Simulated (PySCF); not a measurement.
**Be: excitation energy**

Be [He] 2s2 (1S) → Be [He] 2s1 3s1 (3S), as a difference of total energies. Calculation: PySCF 2.14, in aug-cc-pVDZ-DK; the spin-free X2C one-electron Hamiltonian (Gaussian nucleus). Correlated levels: valence: 1s2 frozen. The calculations carry no spin-orbit coupling.

| method | excitation energy (cm⁻¹) | error (cm⁻¹) |
| --- | --- | --- |
| UHF | 43511 | -8569 |
| MP2 (valence) | 48788 | -3293 |
| SCS-MP2 (valence) | 50172 | -1908 |
| CCSD (valence) | 52309 | +229 |

Reference: 52081 cm⁻¹ (measured; NIST levels).

Errors of the correlated levels include the incompleteness of this basis and the frozen core.

With two correlated electrons CCSD is exact in that space.
